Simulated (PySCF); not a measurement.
## Working out the ionisation energy of In

In [Kr] 4d10 5s2 5p1 (2P) → In⁺ [Kr] 4d10 5s2 (1S). Calculation: PySCF 2.14, in x2c-SVPall (6s5p3d, 36 functions); the spin-free X2C one-electron Hamiltonian (Gaussian nucleus). Frozen: [Kr] 4d10. Energies in hartree (1 hartree = 27.21139 eV):

| part | In (lower) | In⁺ (upper) |
| --- | --- | --- |
| UHF | -5877.614193 | -5877.424448 |
| CCSD correlation | -0.037014 | -0.030892 |
| (T) | -0.000383 | 0.000000 |

What does Hartree-Fock give?

(-5877.424448) − (-5877.614193) = 0.189745 hartree = 5.163 eV.

What do CCSD and CCSD(T) give?

The CCSD correlation energies differ by 0.006122 hartree = 0.167 eV and the triples by 0.000383 hartree = 0.010 eV, so CCSD gives 5.330 eV and CCSD(T) 5.340 eV.

Measured between the centres of the two terms (NIST): 5.603 eV, so CCSD(T) (valence) is off by -0.263 eV.

A double-zeta basis recovers only part of the correlation energy.

What remains against the reference includes basis incompleteness, the frozen core and higher excitations.
